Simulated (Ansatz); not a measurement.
Ansatz (a program for electronic structure) input:

Ansatz 0.2 input:
```yaml
crystal:
  periodic: [false, false, false]
  atoms:
    - {symbol: Cr, position_ang: [0.07653678, -0.02633178, -0.01959061]}
    - {symbol: O, position_ang: [1.49780103, -0.51530484, -0.38338210]}
    - {symbol: F, position_ang: [-0.64881483, -0.38125063, 1.52858690]}
    - {symbol: F, position_ang: [-0.88666194, 0.90951747, -1.13556119]}
basis:
  gaussian:
    orbitals: def2-TZVP
hamiltonian:
  xc: b3lyp
  dispersion: d3bj
magnetization: {spin_polarized: true, initial_magnetization: 2}
phonons: {temperatures: {t_min: 298.15, t_max: 298.15, t_step: 100}}
```

Task: What final total energy does it print?

Result: -1319.63238 Eh (B3LYP-D3(BJ)/def2-TZVP). The basis has 138 functions.

The spin state was set by rule; other spins were not relaxed.
